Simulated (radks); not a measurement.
All-electron atom: the gadolinium ion Gd34+ in [Ar] 3d10 4s2. All-electron calculation, Dirac Kohn-Sham, LB94 model potential, spin-unpolarised, spherical densities, finite nucleus; Fermi nuclear charge, rms radius 5.1569 fm. Program: a radial shooting solver on a logarithmic mesh with Libxc functionals.

Spin-orbit splittings of the eigenvalues, e(l+1/2) - e(l-1/2), with zeta = 2 splitting/(2l+1) and mean radii in bohr:

| shell | occ. | splitting (eV) | zeta (eV) | <r> j=l-1/2 | <r> j=l+1/2 |
|---|---|---|---|---|---|
| 2p | 6 | 705.3 | 470.2 | 0.07709 | 0.08390 |
| 3p | 6 | ? | ? | 0.2294 | 0.2416 |
| 3d | 10 | 33.27 | 13.31 | 0.2128 | 0.2166 |
| 4p | 0 | 48.50 | 32.33 | 0.4816 | 0.4993 |

Estimate the 3p splitting.

Answer. 149.2 eV (zeta = 99.46 eV).
